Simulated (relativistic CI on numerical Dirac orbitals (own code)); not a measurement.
# Radial parameters of Ho XXIII

These numbers are calculated, not measured: Dirac-Coulomb-Breit CI, orbitals from a KLI potential per configuration, a model potential for QED, unscaled Slater integrals (own radial code, finite nucleus).

Slater integrals F^k, G^k are unscaled and averaged over j, outside the closed core [Ar] 3d10; ζ comes from projecting the Hamiltonian with its Breit term on Σ l·s of the shell.

- 4s2 4p6 4d9: ζ(4d) = 29103 cm⁻¹; <r>(4d) = 0.5302, <r^2>(4d) = 0.3215 (bohr units).
- 4s2 4p5 4d10: ζ(4p) = 249290 cm⁻¹; <r>(4p) = 0.5137, <r^2>(4p) = 0.2986 (bohr units).
- 4s2 4p6 4d8 4f: F^2(4d,4d) = 190460, F^4(4d,4d) = 129090, ζ(4d) = 29109, F^2(4d,4f) = 187870, F^4(4d,4f) = 122750, G^1(4d,4f) = 206700, G^3(4d,4f) = 138210, G^5(4d,4f) = 100280, ζ(4f) = 4077.1 cm⁻¹; <r>(4d) = 0.5303, <r^2>(4d) = 0.3217, <r>(4f) = 0.5258, <r^2>(4f) = 0.3177 (bohr units).

**Question.** Give the Racah parameters of the d shell in 4s2 4p6 4d8 4f.

**Answer.** B = F²/49 − 5F⁴/441 = 2423 cm⁻¹ and C = 35F⁴/441 = 10245 cm⁻¹.

Averages of the first 10 configurations, taken without configuration mixing, which lowers the lowest level and can move excited configurations by several eV; other configurations of the list can lie among them:

```
    Configuration  Parity  States  Average energy above the lowest level (eV)
      4s2 4p6 4d9    even      10                                         5.1
     4s2 4p5 4d10     odd       6                                       173.1
   4s2 4p6 4d8 4f     odd     630                                       172.9
      4s 4p6 4d10    even       2                                       291.3
   4s2 4p5 4d9 4f    even     840                                       338.8
   4s2 4p6 4d8 5s    even      90                                       248.6
    4s 4p6 4d9 4f     odd     280                                       457.3
   4s2 4p6 4d8 5p     odd     270                                       293.2
4s2 4p6 4d7 4f 5s     odd    3360                                       416.8
   4s2 4p6 4d8 5d    even     450                                       356.0
```
